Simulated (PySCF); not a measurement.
C₃H₁₀FNSi, SMILES CN(C)C[SiH2]F.

Geometry optimised at B3LYP-D3(BJ)/def2-SVP. This is a generated structure with no PubChem entry under its InChIKey; it may be hypothetical. The values are those of a single conformer.

Two levels are set side by side: PBE/def2-TZVP (PySCF) and PBE0/def2-TZVP (PySCF). Same geometry, gas phase. Differences are taken from unrounded values.

```csv
quantity,PBE0,PBE,PBE minus PBE0
orbital gap (eV),6.69,4.46,-2.23
highest occupied level (eV),-6.30,-4.97,1.33
lowest empty level (eV),0.39,-0.51,-0.90
dipole moment (D),2.20,2.03,-0.17
mean polarisability (bohr³),71.9,75.3,3.4
```

PBE's occupied levels lie high since its potential decays too fast outside the molecule; exact exchange lowers them and widens the gap. PBE's more diffuse valence density responds more strongly to a field. Differences between two approximate levels are no errors against the true value.

Rough cost on one machine, each run with all the roots and properties that it gave: PBE0 against PBE within a factor of 2.
